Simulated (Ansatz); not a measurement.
Stepwise reaction of `[NH]=[Ta]([NH2])([NH2])[OH]` with water, as a gas-phase model of exchange steps in deposition or etching. ΔE in kJ/mol; ΔG adds harmonic PBE0-D4 terms to CCSD(T)/CBS, at 1 bar.

Program: Ansatz. Geometries: PBE0-D4/def2-TZVP. ΔE: electronic, gas phase. CCSD(T)/CBS adds triple-zeta CCSD(T) − MP2 to the extrapolated MP2 energy (def2 sets, frozen cores). This one scheme is used for every species. Functionals use def2-TZVPP. B3LYP here is the variant with VWN-RPA as its local correlation; programs differ in this. def2 core potentials past Kr. For Ta outer-core shells are correlated without core-valence functions, which leaves a few kJ/mol of doubt a bond. One conformer a species, not always the lowest.

```csv
step,reaction,PBE-D4,B3LYP-D4,ωB97M-V,CCSD(T)/CBS,ΔG(600 K)
2,`[NH]=[Ta]([NH2])([OH])[OH]` + H₂O → `[NH]=[Ta]([OH])([OH])[OH]` + NH₃,-21.5,-23.1,-22.9,-16.0,-20.9
```

Give the row of step 1, `[NH]=[Ta]([NH2])([NH2])[OH]` + H₂O → `[NH]=[Ta]([NH2])([OH])[OH]` + NH₃. (Best estimate.)

Ansatz gave: 
```json
{"step": "1", "reaction": "`[NH]=[Ta]([NH2])([NH2])[OH]` + H₂O → `[NH]=[Ta]([NH2])([OH])[OH]` + NH₃", "PBE-D4": "-55.7", "B3LYP-D4": "-57.4", "ωB97M-V": "-57.4", "CCSD(T)/CBS": "-51.2", "ΔG(600 K)": "-45.6"}
```

By hand: ΔE of the 2 steps together at CCSD(T)/CBS.

(-51.2) + (-16.0) = -67.2 kJ/mol, or -33.6 kJ/mol a step.

In ΔE each step is higher than the one before. All are downhill at CCSD(T)/CBS. ΔG lies between -45.6 and -20.9 kJ/mol a step. PBE-D4 differs from CCSD(T)/CBS by -5.5 to -4.5 kJ/mol a step. Isolated molecules leave out the surface, adducts and barriers. Largest T1 diagnostic: 0.019.
